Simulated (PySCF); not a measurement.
Input file for PySCF: R-M06-2X/def2-TZVPPD on CH4 (SMILES C) with ghost functions.

```python
from pyscf import gto, dft

mol = gto.M(
    atom='''
    C     0.05535167   -0.12600641    0.04638941
    H    -0.37250102   -1.04826816    0.43674512
    H    -0.53475486    0.72179821    0.39153250
    H     1.07997198   -0.02251147    0.39980190
    H     0.04670512   -0.15459481   -1.04226216
    ghost-Si    1.05887991    0.45347875    4.16453342
    ghost-Si   -1.12660574   -0.29619387    3.76817541
    ghost-H    1.78718792   -0.52480547    5.00905104
    ghost-H    1.02944909    1.75722643    4.87169384
    ghost-H    1.79857404    0.62267042    2.89152055
    ghost-H   -1.10975219   -1.60765492    3.07706994
    ghost-H   -1.86694586    0.67584700    2.92875420
    ghost-H   -1.84534063   -0.45123759    5.05689652
    ''',
    basis='def2-tzvppd',
    charge=0, spin=0, verbose=4, max_memory=1800)
mf = dft.RKS(mol, xc='m062x').density_fit(auxbasis='def2-universal-jkfit')
mf.grids.level = 4
mf.conv_tol = 1e-9
mf.max_cycle = 150
mf.kernel()
mf.dip_moment()
```

Output:

```
PySCF version 2.14.0

[INPUT] verbose = 4
[INPUT] num. atoms = 13
[INPUT] num. electrons = 10
[INPUT] charge = 0
[INPUT] spin (= nelec alpha-beta = 2S) = 0
[INPUT] symmetry False subgroup None
[INPUT] Mole.unit = angstrom
[INPUT] Symbol           X                Y                Z      unit          X                Y                Z       unit  Magmom
[INPUT]  1 C      0.055351670000  -0.126006410000   0.046389410000 AA    0.104599496837  -0.238117604840   0.087663279980 Bohr   0.0
[INPUT]  2 H     -0.372501020000  -1.048268160000   0.436745120000 AA   -0.703924908921  -1.980939727502   0.825328663040 Bohr   0.0
[INPUT]  3 H     -0.534754860000   0.721798210000   0.391532500000 AA   -1.010540229180   1.364000934101   0.739889193866 Bohr   0.0
[INPUT]  4 H      1.079971980000  -0.022511470000   0.399801900000 AA    2.040851264404  -0.042540512961   0.755516095081 Bohr   0.0
[INPUT]  5 H      0.046705120000  -0.154594810000  -1.042262160000 AA    0.088259885415  -0.292141851179  -1.969590032398 Bohr   0.0
[INPUT]  6 GHOST-Si   1.058879910000   0.453478750000   4.164533420000 AA    2.000993028704   0.856950640810   7.869827600398 Bohr   0.0
[INPUT]  7 GHOST-Si  -1.126605740000  -0.296193870000   3.768175410000 AA   -2.128976298963  -0.559725294075   7.120819514221 Bohr   0.0
[INPUT]  8 GHOST-H   1.787187920000  -0.524805470000   5.009051040000 AA    3.377295701931  -0.991738606974   9.465734609568 Bohr   0.0
[INPUT]  9 GHOST-H   1.029449090000   1.757226430000   4.871693840000 AA    1.945376839283   3.320676691547   9.206167120331 Bohr   0.0
[INPUT] 10 GHOST-H   1.798574040000   0.622670420000   2.891520550000 AA    3.398812350353   1.176676559668   5.464181923052 Bohr   0.0
[INPUT] 11 GHOST-H  -1.109752190000  -1.607654920000   3.077069940000 AA   -2.097127705236  -3.038027501610   5.814819452732 Bohr   0.0
[INPUT] 12 GHOST-H  -1.866945860000   0.675847000000   2.928754200000 AA   -3.528016364791   1.277165732109   5.534543324170 Bohr   0.0
[INPUT] 13 GHOST-H  -1.845340630000  -0.451237590000   5.056896520000 AA   -3.487188397232  -0.852715462209   9.556149463066 Bohr   0.0

nuclear repulsion = 13.4477936655279
number of shells = 115
number of NR pGTOs = 380
number of NR cGTOs = 303
basis = def2-tzvppd
ecp = {}


******** <class 'pyscf.df.df_jk.DFRKS'> ********
method = DFRKS
initial guess = minao
damping factor = 0
level_shift factor = 0
DIIS = <class 'pyscf.scf.diis.CDIIS'>
diis_start_cycle = 1
diis_space = 8
diis_damp = 0
SCF conv_tol = 1e-09
SCF conv_tol_grad = None
SCF max_cycles = 150
direct_scf = False
XC library pyscf.dft.libxc version 7.1.2
    S. Lehtola, C. Steigemann, M. J. T. Oliveira, and M. A. L. Marques,  SoftwareX 7, 1–5 (2018)
XC functionals = m062x
    Y. Zhao and D. G. Truhlar,  Theor. Chem. Acc. 120, 215 (2008)
    Y. Zhao and D. G. Truhlar,  Theor. Chem. Acc. 120, 215 (2008)
radial grids:
    Treutler-Ahlrichs [JCP 102, 346 (1995); DOI:10.1063/1.469408] (M4) radial grids

becke partition: Becke, JCP 88, 2547 (1988); DOI:10.1063/1.454033
pruning grids: <function nwchem_prune>
grids dens level: 4
symmetrized grids: False
atomic radii adjust function: <function treutler_atomic_radii_adjust>
small_rho_cutoff = 0
Set gradient conv threshold to 3.16228e-05
Initial guess from minao.
tot grids = 243528
******** <class 'pyscf.df.df.DF'> ********
auxbasis = def2-universal-jkfit
init E= -40.3299760231169
  HOMO = -0.460369435754439  LUMO = -0.00158020520872526  gap/eV = 12.48429
cycle= 1 E= -40.4915584775384  delta_E= -0.162  |g|= 0.208  |ddm|= 1.21
  HOMO = -0.422749917123297  LUMO = 0.0132141839738491  gap/eV = 11.86319
cycle= 2 E= -40.4953252965648  delta_E= -0.00377  |g|= 0.166  |ddm|= 0.235
  HOMO = -0.458215226041647  LUMO = 0.0110110124797629  gap/eV = 12.76830
cycle= 3 E= -40.5019833903712  delta_E= -0.00666  |g|= 0.00946  |ddm|= 0.0962
  HOMO = -0.455877374826477  LUMO = 0.0113084813062638  gap/eV = 12.71277
cycle= 4 E= -40.5020062459212  delta_E= -2.29e-05  |g|= 0.000509  |ddm|= 0.0156
  HOMO = -0.455782180189641  LUMO = 0.0113326002520342  gap/eV = 12.71084
cycle= 5 E= -40.5020063500126  delta_E= -1.04e-07  |g|= 3.76e-05  |ddm|= 0.00208
  HOMO = -0.45578472500987  LUMO = 0.0113328069393432  gap/eV = 12.71092
cycle= 6 E= -40.5020063507858  delta_E= -7.73e-10  |g|= 3.81e-06  |ddm|= 0.000268
  HOMO = -0.455785798144867  LUMO = 0.0113327737123647  gap/eV = 12.71094
Extra cycle  E= -40.5020063507917  delta_E= -5.9e-12  |g|= 1.97e-06  |ddm|= 2.56e-05
converged SCF energy = -40.5020063507917
Dipole moment(X, Y, Z, Debye): -0.00030,  0.00016, -0.00118
```

Self-consistency was reached.

Cost: very roughly 80 core-seconds.
